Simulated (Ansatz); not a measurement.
Computed with Ansatz on PBE0-D4/def2-TZVP structures; ΔE is electronic, products minus reactants. CBS: MP2 limit from def2 TZ/QZ plus the TZ coupled-cluster correction, frozen cores. DFT in def2-TZVPP. Elements past krypton have def2 core potentials. For Br, Ge, In outer-core shells are correlated without core-valence functions, which leaves a few kJ/mol of doubt a bond. Scalar relativity is left out up to krypton. Each species was taken in one conformer, which may not be the lowest.

Consider the redistribution: `[OH][In]([F])[Br]` + `N[SiH2][S][GeH3]` → `[NH2][In]([F])[Br]` + `O[SiH2][S][GeH3]`.

| level | ΔE (kcal/mol) |
| --- | --- |
| r2SCAN-D4 | -7.5 |
| MP2/def2-TZVPP | -8.5 |
| SCS-MP2/def2-TZVPP | -8.4 |
| HF/CBS(def2) | -8.4 |

(1) What does CCSD(T)/CBS give? (An estimate is asked.)

Largest T1 diagnostic among the species: 0.014.

## Answers

(1) The calculation gave: -8.0 kcal/mol. The listed levels differ from it by 0.5, -0.5, -0.4, -0.4 kcal/mol.

From PBE to PBE0 (25 % exact exchange), in def2-TZVPP and without D4, ΔE moves by −0.7 kcal/mol.
